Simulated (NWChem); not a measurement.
System: C2H7FOSi; SMILES C[C@@H](O)[SiH2]F

Here is an NWChem input.

```
start job
memory heap 200 mb stack 900 mb global 1100 mb
geometry units angstroms noautoz
  C     -0.803871     1.944205    -0.114180
  C      0.158753     0.794903    -0.377403
  O      1.438776     1.023043     0.190105
  Si    -0.509044    -0.882020     0.196427
  F      0.466304    -2.077183    -0.319272
  H     -1.052326     2.029994     0.957996
  H     -1.749511     1.819341    -0.664721
  H     -0.345233     2.895489    -0.426290
  H      0.332911     0.722605    -1.465647
  H      1.333534     1.098994     1.145641
  H     -1.878019    -1.163292    -0.326598
  H     -0.501183    -0.902900     1.691116
end
basis spherical
  * library 6-31g*
end
dft
  xc m06-2x
  grid xcoarse
  iterations 150
  mulliken
end
task dft gradient
```

Parts of the log:

```
             Northwest Computational Chemistry Package (NWChem) 7.3.0
             --------------------------------------------------------

 C1  symmetry detected

                             Geometry "geometry" -> ""
                             -------------------------

 Output coordinates in angstroms (scale by  1.889725989 to convert to a.u.)

  No.       Tag          Charge          X              Y              Z
 ---- ---------------- ---------- -------------- -------------- --------------
    1 C                    6.0000    -0.80725520     1.94693952    -0.12595755
    2 C                    6.0000     0.14443740     0.78624218    -0.37872086
    3 O                    8.0000     1.43107136     1.01387597     0.17384404
    4 Si                  14.0000    -0.53073373    -0.87601110     0.22820783
    5 F                    9.0000     0.43111688    -2.08676666    -0.27634954
    6 H                    1.0000    -1.04561095     2.05204408     0.94679152
    7 H                    1.0000    -1.75861074     1.82030626    -0.66615018
    8 H                    1.0000    -0.34432117     2.88951489    -0.45753932
    9 H                    1.0000     0.30845989     0.69492823    -1.46711022
   10 H                    1.0000     1.33481845     1.10616054     1.12888981
   11 H                    1.0000    -1.90631714    -1.15537019    -0.27824099
   12 H                    1.0000    -0.50986209    -0.87262652     1.72291379

 Effective nuclear repulsion energy (a.u.)     244.4017264978

                                 NWChem DFT Module
                                 -----------------

 Summary of "ao basis" -> "ao basis" (spherical)
 ------------------------------------------------------------------------------
       Tag                 Description            Shells   Functions and Types
 ---------------- ------------------------------  ------  ---------------------
 C                           6-31g*                  6       14   3s2p1d
 O                           6-31g*                  6       14   3s2p1d
 Si                          6-31g*                  8       18   4s3p1d
 F                           6-31g*                  6       14   3s2p1d
 H                           6-31g*                  2        2   2s

            General Information
            -------------------
          SCF calculation type: DFT
          Wavefunction type:  closed shell.
          No. of atoms     :    12
          No. of electrons :    50
           Alpha electrons :    25
            Beta electrons :    25
          Charge           :     0
          Spin multiplicity:     1
          Use of symmetry is: off; symmetry adaption is: off
          Maximum number of iterations: 150
          AO basis - number of functions:    88
                     number of shells:    46
          Convergence on energy requested:  1.00D-06
          Convergence on density requested:  1.00D-05
          Convergence on gradient requested:  5.00D-04

              XC Information
              --------------
                       M06-2X Method XC Functional
                     Hartree-Fock (Exact) Exchange  0.540
                        M06-2X Exchange Functional  1.000
                      M06-2X Correlation Potential  1.000

             Grid Information
             ----------------
          Grid used for XC integration:  xcoarse
          Radial quadrature: Mura-Knowles
          Angular quadrature: Lebedev.
          Tag              B.-S. Rad. Rad. Pts. Rad. Cut. Ang. Pts.
          ---              ---------- --------- --------- ---------
          C                   0.70       21           9.0       194
          O                   0.60       21          10.0       194
          Si                  1.10       42           9.0       194
          F                   0.50       21          11.0       194
          H                   0.35       21          11.0       194
          Grid pruning is: on
          Number of quadrature shells:   273
          Spatial weights used:  Erf1

      Superposition of Atomic Density Guess
      -------------------------------------

 Sum of atomic energies:        -541.75212785

      Non-variational initial energy
      ------------------------------

 Total energy =    -543.852919
 1-e energy   =   -1233.418356
 2-e energy   =     445.163711
 HOMO         =      -0.291298
 LUMO         =       0.053313

     ---------------------------------------------
      Total Density - Mulliken Population Analysis
     ---------------------------------------------

    Atom       Charge   Shell Charges
 -----------   ------   -------------------------------------------------------
    1 C    6     6.69   2.00  0.72  2.03  0.68  1.23  0.03
    2 C    6     6.04   2.00  0.69  1.78  0.58  0.93  0.06
    3 O    8     8.87   2.00  0.93  3.06  0.93  1.94  0.02
    4 Si  14    13.02   2.00  2.00  5.97  0.92  1.38  0.26  0.32  0.16
    5 F    9     9.63   2.00  0.95  3.48  1.00  2.19  0.01
    6 H    1     0.78   0.47  0.31
    7 H    1     0.76   0.46  0.31
    8 H    1     0.77   0.46  0.31
    9 H    1     0.80   0.48  0.32
   10 H    1     0.47   0.36  0.11
   11 H    1     1.08   0.47  0.61
   12 H    1     1.09   0.47  0.62

   convergence    iter        energy       DeltaE   RMS-Dens  Diis-err
 ---------------- ----- ----------------- --------- --------- ---------
 d= 0,ls=0.0,diis     1   -544.7786324160 -7.89D+02  1.23D-02  7.89D-01
 d= 0,ls=0.0,diis     2   -544.7866528582 -8.02D-03  5.82D-03  1.00D+00
 d= 0,ls=0.0,diis     3   -544.8700740565 -8.34D-02  7.08D-04  8.34D-03
 d= 0,ls=0.0,diis     4   -544.8708839400 -8.10D-04  2.16D-04  3.31D-04
 d= 0,ls=0.0,diis     5   -544.8709246179 -4.07D-05  5.29D-05  4.04D-05
  Resetting Diis
 d= 0,ls=0.0,diis     6   -544.8709294510 -4.83D-06  1.65D-05  3.52D-06
 d= 0,ls=0.0,diis     7   -544.8709298821 -4.31D-07  5.49D-06  1.54D-07

         Total DFT energy =     -544.870929882092
      One electron energy =    -1237.287096326806
           Coulomb energy =      501.416885819463
    Exchange-Corr. energy =      -53.402445872572
 Nuclear repulsion energy =      244.401726497824

 Numeric. integr. density =       49.998208861471

                       DFT Final Molecular Orbital Analysis
                       ------------------------------------

 Vector   23  Occ=2.000000D+00  E=-4.003385D-01
              MO Center= -7.1D-01, -8.7D-01,  4.4D-01, r^2= 3.1D+00
   Bfn.  Coefficient  Atom+Function         Bfn.  Coefficient  Atom+Function
  ----- ------------  ---------------      ----- ------------  ---------------
    86     -0.301401  11 H  s                88      0.296223  12 H  s
    51      0.277658   4 Si pz               85     -0.224434  11 H  s
    87      0.218585  12 H  s                49      0.192507   4 Si px
    65     -0.190721   5 F  pz               31      0.155025   3 O  px
    69     -0.154343   5 F  pz               63     -0.138246   5 F  px

 Vector   24  Occ=2.000000D+00  E=-3.840705D-01
              MO Center=  4.1D-01,  8.8D-01,  5.1D-03, r^2= 3.0D+00
   Bfn.  Coefficient  Atom+Function         Bfn.  Coefficient  Atom+Function
  ----- ------------  ---------------      ----- ------------  ---------------
    31      0.272590   3 O  px               32     -0.272597   3 O  py
     3      0.215730   1 C  px               35      0.213937   3 O  px
    36     -0.212423   3 O  py               17     -0.208250   2 C  px
    19      0.197524   2 C  pz               82     -0.169004   9 H  s
    88     -0.167111  12 H  s                81     -0.160122   9 H  s

 Vector   25  Occ=2.000000D+00  E=-3.191622D-01
              MO Center=  4.0D-01,  6.2D-01, -1.4D-02, r^2= 2.7D+00
   Bfn.  Coefficient  Atom+Function         Bfn.  Coefficient  Atom+Function
  ----- ------------  ---------------      ----- ------------  ---------------
    32      0.424482   3 O  py               36      0.357404   3 O  py
    18     -0.287511   2 C  py               50      0.254750   4 Si py
    48      0.175671   4 Si s                 4      0.153898   1 C  py
    86     -0.154282  11 H  s                22     -0.153423   2 C  py
    49      0.142281   4 Si px               80      0.134314   8 H  s

 Vector   26  Occ=0.000000D+00  E= 5.123928D-02
              MO Center= -7.2D-01, -6.1D-01,  3.1D-01, r^2= 4.6D+00
   Bfn.  Coefficient  Atom+Function         Bfn.  Coefficient  Atom+Function
  ----- ------------  ---------------      ----- ------------  ---------------
    54      0.927075   4 Si py                6     -0.587777   1 C  s
    53     -0.476809   4 Si px               66      0.447289   5 F  s
    52      0.360802   4 Si s                20     -0.354893   2 C  s
    80      0.320296   8 H  s                55      0.279825   4 Si pz
    88     -0.253219  12 H  s                50      0.225518   4 Si py

 Vector   27  Occ=0.000000D+00  E= 8.666575D-02
              MO Center=  1.1D-01, -8.4D-02,  5.1D-01, r^2= 5.4D+00
   Bfn.  Coefficient  Atom+Function         Bfn.  Coefficient  Atom+Function
  ----- ------------  ---------------      ----- ------------  ---------------
    20      0.772825   2 C  s                53     -0.773547   4 Si px
    84     -0.620876  10 H  s                54     -0.579075   4 Si py
    34      0.529354   3 O  s                 6      0.503685   1 C  s
    86     -0.476927  11 H  s                78     -0.361172   7 H  s
    22     -0.358662   2 C  py               55      0.357895   4 Si pz

 Vector   28  Occ=0.000000D+00  E= 1.072954D-01
              MO Center= -2.4D-01, -4.1D-01, -9.1D-02, r^2= 5.2D+00
   Bfn.  Coefficient  Atom+Function         Bfn.  Coefficient  Atom+Function
  ----- ------------  ---------------      ----- ------------  ---------------
    55      1.143958   4 Si pz               88     -0.798236  12 H  s
    20      0.724692   2 C  s                34     -0.637142   3 O  s
    84      0.536620  10 H  s                86      0.421809  11 H  s
    54     -0.369769   4 Si py               21      0.331010   2 C  px
    35      0.242742   3 O  px               22     -0.196376   2 C  py

     ---------------------------------------------
      Total Density - Mulliken Population Analysis
     ---------------------------------------------

    Atom       Charge   Shell Charges
 -----------   ------   -------------------------------------------------------
    1 C    6     6.51   2.00  0.66  2.11  0.64  1.07  0.03
    2 C    6     6.10   2.00  0.66  2.02  0.54  0.82  0.06
    3 O    8     8.65   2.00  0.90  2.87  0.98  1.87  0.03
    4 Si  14    13.20   2.00  2.00  5.97  0.94  1.67  0.18  0.21  0.25
    5 F    9     9.43   2.00  0.92  3.29  1.04  2.17  0.01
    6 H    1     0.85   0.52  0.33
    7 H    1     0.83   0.52  0.31
    8 H    1     0.81   0.51  0.30
    9 H    1     0.82   0.52  0.30
   10 H    1     0.58   0.47  0.11
   11 H    1     1.11   0.50  0.60
   12 H    1     1.11   0.50  0.61

     -------------------------------------------
      Total Density - Lowdin Population Analysis
     -------------------------------------------

    Atom       Charge   Shell Charges
 -----------   ------   -------------------------------------------------------
    1 C    6     6.39   1.99  0.55  1.91  0.44  1.44  0.07
    2 C    6     6.21   1.99  0.53  1.85  0.42  1.29  0.13
    3 O    8     8.41   1.99  0.86  2.75  0.70  2.05  0.05
    4 Si  14    13.46   2.00  1.98  5.88  0.66  1.54  0.36  0.68  0.36
    5 F    9     9.30   1.99  0.92  3.17  0.86  2.33  0.02
    6 H    1     0.87   0.49  0.38
    7 H    1     0.86   0.49  0.37
    8 H    1     0.86   0.49  0.37
    9 H    1     0.85   0.50  0.35
   10 H    1     0.68   0.45  0.23
   11 H    1     1.06   0.50  0.56
   12 H    1     1.06   0.50  0.56

     Multipole analysis of the density
     ---------------------------------

     L   x y z        total         alpha         beta         nuclear
     -   - - -        -----         -----         ----         -------
     0   0 0 0     -0.000000    -25.000000    -25.000000     50.000000

     1   1 0 0     -0.773442     -0.386721     -0.386721     -0.000000
     1   0 1 0      0.645599      0.322800      0.322800     -0.000000
     1   0 0 1      0.388124      0.194062      0.194062      0.000000

     2   2 0 0    -30.320499    -79.636843    -79.636843    128.953188
     2   1 1 0     -0.049104      1.283325      1.283325     -2.615754
     2   1 0 1      1.452859     -0.254879     -0.254879      1.962617
     2   0 2 0    -30.356033   -201.386736   -201.386736    372.417438
     2   0 1 1      0.358005      1.966711      1.966711     -3.575418
     2   0 0 2    -25.876136    -31.929229    -31.929229     37.982322

            General Information
            -------------------
          SCF calculation type: DFT
          Wavefunction type:  closed shell.
          No. of atoms     :    12
          No. of electrons :    50
           Alpha electrons :    25
            Beta electrons :    25
          Charge           :     0
          Spin multiplicity:     1
          Use of symmetry is: off; symmetry adaption is: off
          Maximum number of iterations: 150
          AO basis - number of functions:    88
                     number of shells:    46
          Convergence on energy requested:  1.00D-06
          Convergence on density requested:  1.00D-05
          Convergence on gradient requested:  5.00D-04

              XC Information
              --------------
                       M06-2X Method XC Functional
                     Hartree-Fock (Exact) Exchange  0.540
                        M06-2X Exchange Functional  1.000
                      M06-2X Correlation Potential  1.000

             Grid Information
             ----------------
          Grid used for XC integration:  xcoarse
          Radial quadrature: Mura-Knowles
          Angular quadrature: Lebedev.
          Tag              B.-S. Rad. Rad. Pts. Rad. Cut. Ang. Pts.
          ---              ---------- --------- --------- ---------
          C                   0.70       21           9.0       194
          O                   0.60       21          10.0       194
          Si                  1.10       42           9.0       194
          F                   0.50       21          11.0       194
          H                   0.35       21          11.0       194
          Grid pruning is: on
          Number of quadrature shells:   273
          Spatial weights used:  Erf1

          Convergence Information
          -----------------------
          Convergence aids based upon iterative change in
          total energy or number of iterations.
          Levelshifting, if invoked, occurs when the
          HOMO/LUMO gap drops below (HL_TOL):  1.00D-02
          DIIS, if invoked, will attempt to extrapolate
          using up to (NFOCK): 10 stored Fock matrices.

[...]

                         DFT ENERGY GRADIENTS

    atom               coordinates                        gradient
                 x          y          z           x          y          z
   1 C      -1.525491   3.679182  -0.238025    0.004330  -0.005695  -0.001657
   2 C       0.272947   1.485782  -0.715679    0.003507   0.006479   0.007287
   3 O       2.704333   1.915948   0.328518   -0.004401  -0.000319   0.006274
   4 Si     -1.002941  -1.655421   0.431250   -0.001755   0.009532  -0.000782
   5 F       0.814693  -3.943417  -0.522225    0.007469  -0.009774  -0.003536
   6 H      -1.975918   3.877801   1.789177   -0.001298   0.000776   0.004296
   7 H      -3.323292   3.439880  -1.258841   -0.004242   0.000079  -0.002248
   8 H      -0.650673   5.460391  -0.864624    0.002022   0.004179  -0.001546
   9 H       0.582905   1.313224  -2.772436   -0.000549  -0.001413  -0.004722
  10 H       2.522441   2.090340   2.133292    0.001131  -0.000817  -0.008007
  11 H      -3.602417  -2.183333  -0.525799   -0.006323  -0.002142  -0.002431
  12 H      -0.963500  -1.649025   3.255835    0.000108  -0.000886   0.007072
```

Level: M06-2X/6-31G* (spherical d). Geometry: optimised at PBE0/def2-SVP. Not confirmed as a minimum by frequencies.
